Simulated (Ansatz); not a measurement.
Program: Ansatz. Geometries: PBE0-D4/def2-TZVP. ΔE: electronic, gas phase. CCSD(T)/CBS is the MP2 limit (def2-TZVPP, def2-QZVPP) plus CCSD(T) − MP2 in def2-TZVPP, frozen cores. This one scheme is used for every species. Functionals use def2-TZVPP. B3LYP here is the variant with VWN-RPA as its local correlation; programs differ in this. def2 core potentials past Kr. For Ge, I outer-core shells are correlated without core-valence functions, which leaves a few kJ/mol of doubt a bond. Scalar relativity is left out up to krypton.

`[CH3][GeH2][I]` + `FBF` → `CB(F)F` + `[GeH3][I]`  (formal exchange of groups at a C–Ge bond)

(1) Is it downhill or uphill in electronic energy at CCSD(T)/CBS, and by how much? (An estimate is asked.)

(2) What do these levels give: BLYP-D4, B97M-V, CAM-B3LYP-D4, ωB97M-V, revPBE, B3LYP, r2SCANh, r2SCAN0, MP2/def2-SVP, CCSD(T)/def2-SVP, SCS-MP2/def2-TZVPP, HF/CBS(def2)? (Best estimate.)

Largest T1 diagnostic among the species: 0.013.

Results:

(1) Computed: Downhill: ΔE = -3.1 kcal/mol.

(2) The calculation gave: BLYP-D4 -4.0, B97M-V -7.3, CAM-B3LYP-D4 -5.1, ωB97M-V -4.7, revPBE -4.9, B3LYP -5.2, r2SCANh -5.4, r2SCAN0 -5.4, MP2/def2-SVP -4.9, CCSD(T)/def2-SVP -5.9, SCS-MP2/def2-TZVPP -2.3, HF/CBS(def2) -5.2 kcal/mol.

The D4 term adds +0.9 kcal/mol with B3LYP and +0.5 kcal/mol with PBE0; it sums over pairs of atoms, weighted by their polarisabilities, and B3LYP, whose exchange is more repulsive, gets the larger term. In def2-TZVPP, CCSD(T) changes the Hartree–Fock value by +1.8 kcal/mol (the triples alone add +0.4 kcal/mol) and MP2 by +3.2 kcal/mol.
